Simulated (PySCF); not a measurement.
Species: (Cl3Si)2CH2, CH2Cl6Si2.
Geometry (PBE0-D3(BJ)/def2-SVP, Å), atoms numbered from 1 in this order:
```
atom  x, y, z in Å
Si1    1.1379    0.8259    0.8002
Cl2    1.5256    2.8382    0.8782
Cl3    0.4738    0.2275    2.6386
Cl4    2.8762   -0.1599    0.3719
C5    -0.1316    0.5111   -0.5189
Si6   -1.0417   -1.1086   -0.5325
Cl7    0.2128   -2.6906   -0.2040
Cl8   -1.9330   -1.3534   -2.3623
Cl9   -2.4988   -1.1101    0.9001
H10    0.3731    0.6303   -1.4932
H11   -0.8962    1.3040   -0.4473
```

Method used: TDDFT wB97X-D/def2-SVPD, vertical, gas phase, core orbitals frozen in the response in PySCF.

Ground-to-excited transition dipoles (e·a0, same axes as the geometry; the sign carries no meaning), for the states with f of 0.002 or more among the lowest 9:

```
state  E (eV)      μx      μy      μz
   S3   7.939   0.401   0.320   0.216
   S5   8.133   0.249  -0.221  -0.190
   S6   8.135   0.022  -0.178   0.286
   S7   8.175  -0.613  -0.595  -0.416
   S8   8.281   0.057  -0.230   0.222
   S9   8.476   0.522  -0.100  -0.227
```

**Question.** Work out the oscillator strengths.

**Answer.** f = (2/3) ΔE |μ|² with ΔE in hartree (27.2114 eV).

| state | \|μ\|² (au) | \|μ\| (D) | f |
| --- | --- | --- | --- |
| S3 | 0.310 | 1.42 | 0.060 |
| S5 | 0.147 | 0.97 | 0.029 |
| S6 | 0.114 | 0.86 | 0.023 |
| S7 | 0.903 | 2.42 | 0.181 |
| S8 | 0.105 | 0.83 | 0.021 |
| S9 | 0.334 | 1.47 | 0.069 |

**Question.** Which bond between heavy atoms lies closest to the direction of the S7 transition dipole?

**Answer.** C5–Si6 and Si1–C5, at 30° from it; next Si1–Cl2 and Si6–Cl8 at 41°.

**Question.** What angle do the transition dipoles of S7 and S9 make?

**Answer.** |cos θ| = |μa·μb| / (|μa| |μb|) = 0.30, so θ ≈ 72° (taken between 0 and 90°, since the signs are arbitrary).

**Question.** How is the summed strength of these states shared among x, y and z?

**Answer.** (2/3) Σ ΔE μα² gives 0.176 for x, 0.120 for y and 0.088 for z, 0.384 in all.

**Question.** What peak molar absorption coefficient would the strongest computed level give as a lone Gaussian band 0.5 eV wide at half height?

**Answer.** ε(max) = 2.175×10⁸ f / FWHM, with the width in cm⁻¹. S7: 2.175×10⁸ × 0.1809 / 4033 ≈ 9800 L mol⁻¹ cm⁻¹.

Time: 2.2 min wall (with the writing of density and orbital grids); peak memory 1.2 GiB. Hardware: one thread, Intel Xeon at 2.70 GHz (x86_64), on a shared host.
